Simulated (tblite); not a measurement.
C9H10O.
Geometry (GFN2-xTB, Å), atoms numbered from 1 in this order:
```
atom  x, y, z in Å
C1    -2.4119   -0.4617    0.1309
C2    -1.0812    0.2298    0.0476
C3    -1.0572    1.6198    0.0117
C4     0.1315    2.3250   -0.0627
C5     1.3204    1.6316   -0.1037
C6     1.3265    0.2354   -0.0711
C7     2.6388   -0.4217   -0.1212
O8     3.6950    0.1593   -0.1868
C9     0.1207   -0.4827    0.0051
C10    0.1328   -1.9843    0.0411
H11   -2.4797   -1.0691    1.0324
H12   -2.5708   -1.1080   -0.7313
H13   -3.2143    0.2713    0.1561
H14   -1.9931    2.1591    0.0434
H15    0.1217    3.4040   -0.0877
H16    2.2705    2.1411   -0.1618
H17    2.6187   -1.5259   -0.0952
H18   -0.8710   -2.3898    0.1005
H19    0.6053   -2.3826   -0.8560
H20    0.6922   -2.3400    0.9056
```

Level: GFN2-xTB in tblite, geometry and Hessian alike; calculated harmonic values, unscaled, isolated species. The method is semi-empirical: single wavenumbers can be off by several per cent or more. One conformer, not necessarily the lowest.

Harmonic wavenumbers (cm⁻¹): 48.6, 70.5, 144.8, 191.7, 195.6, 217.3, 272.4, 350.3, 365.6, 447.4, 462.4, 486.9, 505.6, 587.8, 663.1, 763.6, 791.1, 806.7, 904.9, 915.4, 922.9, 927.0, 1013.2, 1020.9, 1030.9, 1068.4, 1121.3, 1186.4, 1199.9, 1239.3, 1274.9, 1319.6, 1393.5, 1399.3, 1404.5, 1436.8, 1459.9, 1477.7, 1488.6, 1500.0, 1506.6, 1578.8, 1585.8, 1730.3, 2798.9, 3008.4, 3008.8, 3016.6, 3017.9, 3047.5, 3074.7, 3083.7, 3090.0, 3099.9.

A = 2264, B = 1116, C = 754.5 MHz; mass 134.073 u (most abundant isotopes); point group Cs, symmetry number 1.

Task: What is the zero-point energy?

Result: ½Σν̃ = 35362 cm⁻¹ = 423.03 kJ/mol.

Task: What is S at 500 K and 1 bar for an ideal gas of classical rigid rotors and harmonic oscillators?

Result: Translation 180.69, rotation 129.93, vibration 202.58: S = 513.2 J/(mol K).

Task: And Cp and H(500 K) − H(0)?

Result: Cp = 245.51 J/(mol K), of which vibrations give 212.25 (their classical limit is 54 R = 449.0); H(500 K) − H(0) = 70.11 kJ/mol without the zero-point energy, 53.48 from vibrations.

Task: Which modes carry the vibrational entropy at 500 K?

Result: 48.6 cm⁻¹: 24.68; 70.5 cm⁻¹: 21.59; 144.8 cm⁻¹: 15.65; 191.7 cm⁻¹: 13.37; 195.6 cm⁻¹: 13.20; 217.3 cm⁻¹: 12.35 J/(mol K); the other 48 give 101.74 together.

Task: How do the functions run with temperature in this model?

Result: 
```tsv
T (K)	S (J/(mol K))	Cp (J/(mol K))	H − H(0) (kJ/mol)	G − H(0) (kJ/mol)	ln q(vib)
150	322.6	96.9	9.49	-38.90	2.65
250	382.2	140.4	21.34	-74.21	5.12
298.15	408.8	162.1	28.62	-93.26	6.33
400	462.8	206.8	47.44	-137.67	8.93
600	560.9	277.9	96.33	-240.22	14.06
900	687.7	346.2	190.85	-428.11	21.50
```

q(vib) and H(0) count from the zero-point level.

Task: Blend soft modes into free rotors: weight 1/[1 + (100 cm⁻¹/ν̃)⁴] for the oscillator and the rest for a rotor with moment μB/(μ + B), μ = h/(8π²ν), B = 10⁻⁴⁴ kg m². What vibrational entropy results?

Result: 189.66 J/(mol K) in place of 202.58, which changes −T·S at 500 K by +6.46 kJ/mol.

Task: What must be added to the electronic energy to get the Gibbs energy at 500 K and 1 bar?

Result: ZPE + [H(500 K) − H(0)] − T·S = 423.03 + 70.11 − 256.60 = 236.54 kJ/mol.

Hindered rotation and anharmonicity are outside this model. Other conformers, if any are populated, would add a mixing term that is left out.
